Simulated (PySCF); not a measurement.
# Static response to an electric field

C₄H₂N₂O₃S.
Geometry (GFN2-xTB, Å), atoms numbered from 1 in this order:
```xyz
12
C4H2N2O3S angstrom
N      3.447   -0.560    1.327
C      2.507   -0.530    0.672
C      1.363   -0.495   -0.148
C      0.151   -0.130    0.271
C     -0.259    0.291    1.535
N     -0.658    0.668    2.542
S     -1.189   -0.140   -0.936
O     -2.314   -0.826   -0.396
O     -0.636   -0.530   -2.185
O     -1.527    1.421   -0.975
H      1.482   -0.780   -1.187
H     -2.364    1.611   -0.546
```

Level: wB97X-D/def2-SVPD (PySCF), static field, nuclei fixed, core orbitals frozen in the response. The polarisability tensor in these axes (au):

```
x   112.23 -11.19   4.40
y   -11.19  62.66   6.51
z     4.40   6.51  86.63
```

Problem. Diagonalise the tensor; give its mean and Δα, where Δα² is half the sum of the squared differences of the eigenvalues.

Solution. Principal values 58.36, 88.21 and 114.95 au; mean 87.17 au = 12.92 Å³ = 14.37 × 10⁻⁴⁰ C²·m²/J; Δα = 49.04 au (56 % of the mean).

Problem. What is the dipole moment, and where does it point?

Solution. (-0.73, 1.15, -2.00) D, 2.42 D in size, pointing from the negative to the positive side. Measured along this direction, the outermost atoms are N1 at the negative end and O10 and H12 at the positive end.

Problem. How large is μ²/3kT at 500 K beside α?

Solution. In Gaussian units μ²/3kT = 28.17 Å³ against 12.92 Å³, a ratio of 2.18; the Debye molar polarisation (4π/3)N_A(α + μ²/3kT) is 103.6 cm³/mol, leaving out the vibrational part.

Problem. What depolarisation ratio follows for Rayleigh scattering of linearly polarised light, taking the static tensor?

Solution. ρ = 3Δα²/(45ᾱ² + 4Δα²) = 7213.7/(341961 + 9618.3) = 0.0205.

Problem. What would n − 1 = 2πNα be for an ideal gas of these molecules at 273.15 K and 1 atm, electronic part alone?

Solution. N = p/kT = 2.6868 × 10¹⁹ cm⁻³, so n − 1 = 2π × N × 12.92 × 10⁻²⁴ cm³ = 2181 × 10⁻⁶ at long wavelengths.

Problem. Along which axes do the principal values lie, and how far do the nuclei extend along each?

Solution. Largest value along (0.97, -0.20, 0.11), where the nuclei span 6.29 Å; middle along (-0.05, 0.27, 0.96), 4.87 Å; least along (0.22, 0.94, -0.25), 2.44 Å. The response follows the extents in order.

One conformer (not necessarily the lowest) at the GFN2-xTB geometry, without solvent, vibrations or thermal averaging.
